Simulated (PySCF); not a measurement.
C2H5BrSi. Atoms are numbered in the order given.

```xyz
9

Si     0.0028    -0.8453     0.6285
Br    -0.9958     0.6809    -0.6920
C      1.8451    -0.7986     0.3649
C      2.7058    -0.4707     1.3389
H     -0.3083    -0.5150     2.0447
H     -0.5778    -2.1639     0.2588
H      2.2404    -1.0475    -0.6284
H      3.7893    -0.4514     1.1764
H      2.3660    -0.2046     2.3464
```

Coordinates come from a B3LYP-D3(BJ)/def2-SVP optimisation. One conformer was computed; it need not be the lowest.

Computed with B3LYP-D3(BJ)/def2-SVP in PySCF 2.14.0.

Frequencies are harmonic and unscaled.

```csv
mode,ν (cm⁻¹),IR (km/mol),Raman (Å⁴/amu),depolarisation,moving atoms (share of kinetic energy)
1,73,0.1,7.9,0.75,"C 48 %, H 26 %, Si 15 %, Br 10 %"
2,158,1.9,6.2,0.74,"H 35 %, C 34 %, Si 18 %, Br 13 %"
3,270,0.7,3.6,0.25,"C 50 %, H 37 %"
4,403,27.6,8.9,0.23,"Si 50 %, Br 23 %, H 21 %"
5,510,30.9,8.3,0.70,"H 60 %, C 21 %, Si 18 %"
6,590,38.0,4.1,0.70,"H 68 %, Si 19 %, C 13 %"
7,689,19.3,8.9,0.45,"H 48 %, C 30 %, Si 22 %"
8,737,14.2,9.4,0.71,"H 72 %, C 20 %"
9,860,322.7,11.2,0.73,"H 88 %, Si 10 %"
10,948,104.9,14.7,0.74,H 95 %
11,995,30.8,0.4,0.75,"H 73 %, C 27 %"
12,1016,10.8,5.1,0.64,"H 82 %, C 16 %"
13,1035,6.7,0.5,0.71,"H 92 %, C 8 %"
14,1275,0.3,10.5,0.28,"H 73 %, C 27 %"
15,1421,17.1,24.6,0.45,"H 83 %, C 17 %"
16,1665,11.4,21.4,0.15,"C 84 %, H 16 %"
17,2236,87.9,196.3,0.06,H 98 %
18,2244,100.3,81.2,0.73,H 96 %
19,3116,10.3,99.0,0.16,H 95 %
20,3139,1.6,131.9,0.28,"H 92 %, C 8 %"
21,3207,6.7,100.8,0.62,"H 89 %, C 11 %"
```
